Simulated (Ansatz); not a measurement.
Species: C₄H₁₂Sn, charge 0, multiplicity 1. SMILES: [CH3][Sn]([CH3])([CH3])[CH3]
Geometry: optimised at B3LYP-D3(BJ)/def2-TZVP (Ansatz, a first-principles code).

Parts of the frozen-core correlation energy in def2-TZVPP (Ansatz, hartree). Frozen orbitals: 13; correlated occupied orbitals by spin: 16 and 16; virtual: 313 and 313. No spin-orbit coupling. Past Kr the def2 sets carry scalar-relativistic core potentials.

```csv
term,value
reference (HF),-371.86773
MP2 opposite-spin,-0.66068
MP2 same-spin,(withheld)
CCSD correlation,(withheld)
(T),(withheld)
T1 diagnostic,0.009
largest doubles amplitude,0.022
```

### Question
What belongs in the gaps?

### Answer

- MP2 same-spin, value: -0.17488
- CCSD correlation, value: -0.90006
- (T), value: -0.03432
